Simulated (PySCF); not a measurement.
C5H7FO, SMILES CO[C@]1(F)C=CC1.

Geometry optimised at B3LYP-D3(BJ)/def2-SVP. The structure was generated by enumeration; whether it is a known compound was not checked. Other conformers were not sampled.

Vertical ionisation energy (IE) and electron affinity (EA) in eV. Rows of orbital energies are one-electron estimates. Where ΔSCF, EOM or ADC give a negative EA the extra electron is unbound and the value depends on the basis.

```
level                                           IE     EA
-------------------------------------------  -----  -----
−ε(HOMO), −ε(LUMO), ωB97X/def2-TZVP (PySCF)  10.05  -1.86
−ε(HOMO), −ε(LUMO), PBE/def2-TZVP (PySCF)     6.09   1.41
```
